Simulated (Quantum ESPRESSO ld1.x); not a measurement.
Values are calculated unless marked as measured or tabulated.
These are the eigenvalues of the occupied orbitals of an atom or ion with whole-number occupations (Ry). Code: ld1.x of Quantum ESPRESSO 7.5. Model: scalar-relativistic Kohn-Sham, relativistic LDA (MacDonald-Vosko exchange, VWN5 correlation), spin-unpolarised, spherical densities, point nucleus.

1s: -5405.24
2s: -952.716
2p: -832.528
3s: -231.172
3p: -195.801
3d: -156.150
4s: -58.3084
4p: -46.6702
4d: -32.1735
5s: -18.2394
4f: -15.9394
5p: -14.9326

Which element is it, and in what charge state? The configuration may be excited.

Answer. Z = 76, osmium, charge +10: Os10+ in [Kr] 4d10 4f14 5s2 5p4. The list shows which subshells hold electrons but not how many an open one holds; the 1s level, -2702.6 hartree, gives Z - s = 73.5 by -(Z - s)^2/2, which with screening and relativity narrows Z to a few neighbours, and the depths of the outer levels then fix element, charge and occupations together.
